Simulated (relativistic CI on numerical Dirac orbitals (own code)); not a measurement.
Calculated at this level of theory: Dirac-Coulomb-Breit CI, orbitals from a KLI potential per configuration, a model potential for QED, unscaled Slater integrals (own radial code, finite nucleus).

The strongest absorption lines from the ground level of an ion, among the configurations computed and to levels below about 634 eV (vacuum wavelength in Å, gf): 39.826 (2), 39.858 (2.2), 39.951 (3.3), 40.226 (2.1), 49.917 (0.52), 52.678 (1.1), 58.971 (2.2), 63.163 (0.32).

Q: Which ion is it?
A. Pt⁴⁴⁺
B. Pt⁴⁶⁺
C. Pb⁴⁸⁺
D. Pt⁴²⁺

A: A. Pt⁴⁴⁺ has 34 electrons and the ground level 4s²4p⁴ ³P2; the strongest line goes to 4s²4p³4d ³P°2. The pattern of lines fixes the number of electrons, and along that sequence the line energies rise steadily with the charge (about as its square where n changes within one kind of shell, about linearly where n is kept but much faster in heavy ions where fine structure, which grows about as Z⁴, sets the gap, and irregularly where shells cross), which fixes Z. Configurations outside the model, such as inner-shell arrays, can give stronger lines. At this charge energies of transitions that change n are usually good to better than 1 %, and those within a shell (Δn = 0) to a few per cent.

LS names give the leading component of a level, which can be under half, so a name can repeat, a term be missing and a line seem to break the LS rules.
